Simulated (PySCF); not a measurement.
SMILES C[Si](O)(O)CC[SiH3] (C3H12O2Si2), GFN2-xTB optimised geometry.

```
19

Si     2.27     0.18     1.16
C      0.37     0.22     1.18
C     -0.24    -0.55     0.00
Si    -2.15    -0.55     0.00
C     -2.80    -1.57     1.47
O     -2.76     0.96     0.00
O     -2.76    -1.07    -1.42
H      2.73    -1.21     1.23
H      2.78     0.93     2.31
H      2.76     0.79    -0.08
H      0.02     1.25     1.16
H      0.00    -0.21     2.11
H      0.14    -1.57     0.01
H      0.11    -0.10    -0.93
H     -3.89    -1.60     1.47
H     -2.44    -2.59     1.45
H     -2.49    -1.15     2.43
H     -2.53     1.57     0.70
H     -2.67    -1.99    -1.67
```

Density from PBE0/def2-SVP (PySCF) at that geometry.

Minimum of the electron density along straight lines between bonded atoms, close to the bond critical point (lines longer than 1.1 times the sum of covalent radii, or with two minima, are not listed):

```json
[
 {"bond": "Si1–C2", "length / Å": "1.901", "ρ at the minimum / e bohr⁻³": "0.112", "∇²ρ there / e bohr⁻⁵": "0.31", "position (fraction from the first atom)": "0.38"},
 {"bond": "C2–C3", "length / Å": "1.532", "ρ at the minimum / e bohr⁻³": "___", "∇²ρ there / e bohr⁻⁵": "-0.49", "position (fraction from the first atom)": "0.50"},
 {"bond": "C3–Si4", "length / Å": "1.909", "ρ at the minimum / e bohr⁻³": "0.113", "∇²ρ there / e bohr⁻⁵": "0.31", "position (fraction from the first atom)": "0.62"},
 {"bond": "Si4–C5", "length / Å": "1.904", "ρ at the minimum / e bohr⁻³": "0.112", "∇²ρ there / e bohr⁻⁵": "0.31", "position (fraction from the first atom)": "0.38"},
 {"bond": "Si4–O6", "length / Å": "1.628", "ρ at the minimum / e bohr⁻³": "0.130", "∇²ρ there / e bohr⁻⁵": "1.09", "position (fraction from the first atom)": "0.41"},
 {"bond": "Si4–O7", "length / Å": "1.629", "ρ at the minimum / e bohr⁻³": "0.129", "∇²ρ there / e bohr⁻⁵": "1.08", "position (fraction from the first atom)": "0.41"},
 {"bond": "Si1–H8", "length / Å": "1.466", "ρ at the minimum / e bohr⁻³": "0.116", "∇²ρ there / e bohr⁻⁵": "0.32", "position (fraction from the first atom)": "0.49"},
 {"bond": "Si1–H9", "length / Å": "1.466", "ρ at the minimum / e bohr⁻³": "0.116", "∇²ρ there / e bohr⁻⁵": "0.32", "position (fraction from the first atom)": "0.49"},
 {"bond": "Si1–H10", "length / Å": "1.465", "ρ at the minimum / e bohr⁻³": "0.117", "∇²ρ there / e bohr⁻⁵": "0.33", "position (fraction from the first atom)": "0.49"},
 {"bond": "C2–H11", "length / Å": "1.092", "ρ at the minimum / e bohr⁻³": "0.271", "∇²ρ there / e bohr⁻⁵": "-0.95", "position (fraction from the first atom)": "0.62"},
 {"bond": "C2–H12", "length / Å": "1.092", "ρ at the minimum / e bohr⁻³": "0.271", "∇²ρ there / e bohr⁻⁵": "-0.96", "position (fraction from the first atom)": "0.62"},
 {"bond": "C3–H13", "length / Å": "1.092", "ρ at the minimum / e bohr⁻³": "0.270", "∇²ρ there / e bohr⁻⁵": "-0.94", "position (fraction from the first atom)": "0.62"},
 {"bond": "C3–H14", "length / Å": "1.092", "ρ at the minimum / e bohr⁻³": "0.271", "∇²ρ there / e bohr⁻⁵": "-0.96", "position (fraction from the first atom)": "0.62"},
 {"bond": "C5–H15", "length / Å": "1.086", "ρ at the minimum / e bohr⁻³": "0.271", "∇²ρ there / e bohr⁻⁵": "-0.97", "position (fraction from the first atom)": "0.63"},
 {"bond": "C5–H16", "length / Å": "1.086", "ρ at the minimum / e bohr⁻³": "0.270", "∇²ρ there / e bohr⁻⁵": "-0.95", "position (fraction from the first atom)": "0.62"},
 {"bond": "C5–H17", "length / Å": "1.086", "ρ at the minimum / e bohr⁻³": "0.270", "∇²ρ there / e bohr⁻⁵": "-0.95", "position (fraction from the first atom)": "0.62"},
 {"bond": "O6–H18", "length / Å": "0.952", "ρ at the minimum / e bohr⁻³": "0.359", "∇²ρ there / e bohr⁻⁵": "-2.44", "position (fraction from the first atom)": "0.82"},
 {"bond": "O7–H19", "length / Å": "0.951", "ρ at the minimum / e bohr⁻³": "0.360", "∇²ρ there / e bohr⁻⁵": "-2.44", "position (fraction from the first atom)": "0.82"}
]
```

Problem. What belongs in the gaps?

Solution. 
- C2–C3, ρ at the minimum / e bohr⁻³: 0.233
